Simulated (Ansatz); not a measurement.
Abridged output of a molecular run in Ansatz:

```
Functional definition: HF
894 factors; integrals over basis functions are off by at most 1.2e-3 eV
mean field evaluation 1: about -25805.1616 eV, gradient 4.3e1 eV
mean field evaluation 2: about -25805.1869 eV, gradient 4.3e1 eV
mean field evaluation 4: about -25809.2973 eV, gradient 3.2e0 eV
mean field evaluation 8: about -25809.4160 eV, gradient 4.8e-1 eV
mean field -25809.41881244 eV, -948.4786471048 hartree, gradient 3.3e-6 eV, S^2 0.000000; 0 other end points of the search recorded, 0 dependent functions left out
17 core orbitals not correlated: weight in the atoms' cores, before any rotation towards them, 1.000 or more for the frozen orbitals, at most 0.000 for the correlated occupied ones
reference -25809.41881244 eV, -948.4786471048 hartree; 13, 13 occupied and 67, 67 virtual orbitals, 894 factors
second order -16.10528959 eV of doubles, -0.00000000 eV of singles
cycle   1  -16.49293726 eV  change   -3.9e-1 eV  update   1.2e-1
cycle   2  -16.94610065 eV  change   -4.5e-1 eV  update   3.8e-2
cycle   3  -17.07459887 eV  change   -1.3e-1 eV  update   2.3e-2
cycle   4  -17.07030992 eV  change    4.3e-3 eV  update   6.2e-3
cycle   5  -17.06578377 eV  change    4.5e-3 eV  update   2.9e-3
cycle   6  -17.06586255 eV  change   -7.9e-5 eV  update   1.1e-3
cycle   7  -17.06556589 eV  change    3.0e-4 eV  update   4.5e-4
cycle   8  -17.06543061 eV  change    1.4e-4 eV  update   1.8e-4
cycle   9  -17.06550871 eV  change   -7.8e-5 eV  update   7.6e-5
cycle  10  -17.06553468 eV  change   -2.6e-5 eV  update   2.9e-5
perturbative correction -0.49400084 eV, -0.0181541960 hartree
Total energy: -25826.97834796 eV, -949.1239481330 hartree
```

Its atoms:

Cartesian coordinates in Å:
```
O -0.814 1.471 -1.764
Si -0.526 0.408 -0.538
Al 0.466 0.424 1.636
Al -0.110 -1.729 0.427
F -0.472 -3.341 0.370
H -0.862 1.124 -2.658
H 1.083 0.309 -0.168
H 1.236 1.336 2.694
```

(1) Which basis set was used?
A. def2-QZVPP
B. def2-SVP
C. def2-SVPD
D. def2-TZVPPD

(2) Write the keys of the input that set method, charge and spin (a neutral closed shell needs none for the last two).

## Answers

(1) B. It gives 97 functions.

(2) 
```yaml
correlation: {method: ccsd_t}
```
